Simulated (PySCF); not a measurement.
W(O)(NH)(OMe)(SH) (CH₅NO₂SW), SMILES [O]=[W]([SH])(=[NH])[O]C, multiplicity 1. Atoms are numbered in the order given.

```xyz
11

W      0.0388     0.2142    -0.0831
O      0.1501     1.8876     0.2964
N      0.4422    -0.0945    -1.7721
H      0.7162     0.2991    -2.6714
O      1.1799    -0.7821     1.0309
C      2.2085    -1.7423     0.9591
H      1.9168    -2.6296     1.5444
H      2.3974    -2.0486    -0.0838
H      3.1345    -1.3248     1.3875
S     -2.2233    -0.4972     0.0471
H     -2.4539     0.0818     1.2530
```
Charge 0, spin multiplicity 1.

Geometry: B3LYP-D3(BJ)/def2-SVP. The spin state was assumed, not searched. The def2 effective core potentials stand for the cores of W; spin–orbit coupling is left out. Other conformers were not sampled.

Computed with PySCF with TDA-PBE/def2-SVPD.

Vertical excitations. The molecule is in vacuum.

Computed excitation energies, oscillator strengths and character:
```
state  energy (eV)  λ (nm)      f                                                main pairs
-----  -----------  ------  -----  --------------------------------------------------------
S1            4.30     288  0.006                          HOMO→LUMO+1 72 %, HOMO→LUMO 23 %
S2            4.53     274  0.043        HOMO→LUMO 55 %, HOMO→LUMO+1 17 %, HOMO−1→LUMO 10 %
S3            4.72     263  0.007                      HOMO−1→LUMO 55 %, HOMO−1→LUMO+1 31 %
S4            4.81     258  0.024                      HOMO−1→LUMO+1 60 %, HOMO−1→LUMO 18 %
S5            4.96     250  0.002                                          HOMO−2→LUMO 79 %
S6            5.07     244  0.001    HOMO−2→LUMO+1 60 %, HOMO→LUMO+2 19 %, HOMO−3→LUMO 14 %
S7            5.14     241  0.007    HOMO→LUMO+2 62 %, HOMO−2→LUMO+1 12 %, HOMO−3→LUMO 10 %
S8            5.17     240  0.013                      HOMO−3→LUMO 54 %, HOMO−2→LUMO+1 20 %
S9            5.37     231  0.001                                        HOMO−1→LUMO+2 91 %
S10           5.50     225  0.005  HOMO−3→LUMO+1 40 %, HOMO−4→LUMO+1 25 %, HOMO−4→LUMO 19 %
T1            3.86     321      0                                            HOMO→LUMO 97 %
T2            4.08     304      0                        HOMO→LUMO+1 50 %, HOMO−1→LUMO 40 %
T3            4.19     296      0                        HOMO−1→LUMO 55 %, HOMO→LUMO+1 43 %
T4            4.37     284      0                                        HOMO−1→LUMO+1 92 %
```
Triplets are in the Tamm–Dancoff approximation.
